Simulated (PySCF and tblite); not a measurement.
The numbers below are computed, except where a source is named.
System: C7H12, numbered as in [CH2:1]=[C:2]1[CH2:3][CH2:4][C@@H:5]([CH3:6])[CH2:7]1.

For the inversion of the 5-membered ring (2–3–4–5–7): electronic barrier 2.32 kcal/mol, zero-point change 0.09 kcal/mol, thermal and entropy terms at 350 K a further 0.61 kcal/mol (symmetry numbers apart). The minimum is C1, the saddle C1. Geometries: GFN2-xTB; energies: PBE0/pcSseg-1 + D3(BJ); zero-point and thermal terms from GFN2-xTB harmonic modes (soft modes blended into free rotors). Rate constants are transition-state-theory values, counting equivalent paths, without tunnelling. (PySCF 2.14 with density fitting, tblite 0.8.)

How many equivalent paths lead out of the minimum?

1: the symmetry number of the minimum is 1, that of the saddle displaced along its mode 1.

Work out the rate at 350 K.

ΔG‡ = 3.02 kcal/mol; k_B T/h = 7.3×10¹² s⁻¹; exp(−ΔG‡/RT) = 0.013; times 1 gives k = 9.4×10¹⁰ s⁻¹. Wigner's tunnelling factor for the 70i cm⁻¹ mode would be 1.00.
